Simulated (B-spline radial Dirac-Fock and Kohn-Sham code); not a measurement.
**Dipole and non-dipole photoemission parameters of Co³⁺ 3p1/2**

System: cobalt as Co³⁺, 1s2 2s2 2p6 3s2 3p6 3d6; threshold 114.5 eV (orbital energy of the model). Calculated with a radial atomic solver, using Dirac-Hartree-Slater photoionisation with a Latter tail; cross sections with all multipoles, angular parameters from the dipole term and its interference with E2.

For linearly polarised light dσ/dΩ = σ/(4π) [1 + β P₂(cos θ) + (δ + γ cos²θ) sin θ cos φ], with θ from the polarisation vector and φ the angle between the beam and the projection of the electron momentum on the plane normal to the polarisation.

```
hν (eV)   σ (kb)      β       γ      δ
    186      306  1.064   0.150  0.011
    200      298  1.169   0.129  0.007
    300      208  1.496   0.011  0.000
    380      152  1.574  -0.020  0.000
    512     93.1  1.615  -0.006  0.002
    958     26.3  1.582   0.175  0.009
   1000     23.9  1.575   0.193  0.009
   1290     13.1  1.523   0.311  0.014
 1486.9     9.22  1.488   0.384  0.018
   2030     4.12  1.396   0.553  0.029
   2470     2.42  1.329   0.664  0.039
   2660     1.97  1.302   0.706  0.043
   2760     1.77  1.289   0.727  0.046
   3720        ?      ?       ?      ?
   4190    0.526  1.122   0.967  0.079
   5270    0.261  1.023   1.093  0.104
   5580    0.219  0.998   1.124  0.112
   6000    0.174  0.966   1.163  0.121
   6320    0.148  0.943   1.190  0.129
   7020    0.106  0.897   1.245  0.144
   8240   0.0627  0.826   1.325  0.171
   8470   0.0573  0.814   1.339  0.176
   9410   0.0405  0.768   1.388  0.195
   9760   0.0358  0.752   1.405  0.203
  15000  0.00831  0.576   1.596  0.301
```

Q: Give the values at 3720 eV.

A: σ = 0.750 kb, β = 1.171, γ = 0.899, δ = 0.068.
